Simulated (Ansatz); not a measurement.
Two members of one family (Series GaX3), computed with Ansatz in the gas phase; def2 core potentials for I, no spin–orbit coupling. The two geometries come from different levels. Binding counts from free atoms in the multiplicity of their measured ground term, without zero-point energy. The structures are stationary points that may keep the symmetry of their start.

First: GaH3 (singlet, charge 0, r2SCAN-D4/def2-TZVP geometry).

```xyz
4

Ga    0.000   -0.001    0.000
H    -1.508    0.319   -0.257
H     0.575    0.058    1.451
H     0.933   -0.376   -1.195
```

```
              level  HOMO (eV)  LUMO (eV)  gap (eV)  binding per atom (eV)
    PBE-D4/def2-SVP      -7.31      -2.63      4.68                   2.06
   PBE-D4/def2-TZVP      -7.35      -2.65      4.70                   2.06
r2SCAN-D4/def2-TZVP      -7.68      -2.30      5.38                   2.15
 B3LYP-D4/def2-TZVP      -8.42      -2.12      6.30                   2.12
  ωB97X-V/def2-TZVP     -11.04       0.13     11.17                   2.17
```

Second: GaI3 (singlet, charge 0, r2SCAN-D4/def2-SVP geometry).

```xyz
4

Ga    0.0002    0.0001    0.0002
I     1.4992   -1.8574   -0.6552
I    -2.1160    0.3747   -1.2280
I     0.6166    1.4826    1.8830
```

Q: What does the change do? Estimate second minus first.

A: 
```json
{"level": "PBE-D4/def2-SVP", "Δ HOMO (eV)": "0.76", "Δ LUMO (eV)": "-0.64", "Δ gap (eV)": "-1.41", "Δ binding per atom (eV)": "0.10"}
{"level": "PBE-D4/def2-TZVP", "Δ HOMO (eV)": "0.71", "Δ LUMO (eV)": "-0.68", "Δ gap (eV)": "-1.39", "Δ binding per atom (eV)": "0.10"}
{"level": "r2SCAN-D4/def2-TZVP", "Δ HOMO (eV)": "0.72", "Δ LUMO (eV)": "-0.86", "Δ gap (eV)": "-1.59", "Δ binding per atom (eV)": "0.01"}
{"level": "B3LYP-D4/def2-TZVP", "Δ HOMO (eV)": "0.91", "Δ LUMO (eV)": "-0.70", "Δ gap (eV)": "-1.61", "Δ binding per atom (eV)": "-0.10"}
{"level": "ωB97X-V/def2-TZVP", "Δ HOMO (eV)": "1.03", "Δ LUMO (eV)": "-0.77", "Δ gap (eV)": "-1.81", "Δ binding per atom (eV)": "-0.08"}
```
